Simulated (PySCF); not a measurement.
## Excitation energy of Os by level of theory

Os [Xe] 4f14 5d6 6s2 (5D) → Os [Xe] 4f14 5d8 (3F), as a difference of total energies. Computed with PySCF 2.14 in aug-cc-pwCVDZ-PP with ECP60MDF, with a scalar-relativistic core potential. Correlated levels: valence and next inner shell: nothing frozen outside the core potential. The calculations carry no spin-orbit coupling.

```csv
method,excitation energy (cm⁻¹)
UHF,32553
MP2 (valence and next inner shell),29739
SCS-MP2 (valence and next inner shell),28586
CCSD (valence and next inner shell),30190
CCSD(T) (valence and next inner shell),28322
```
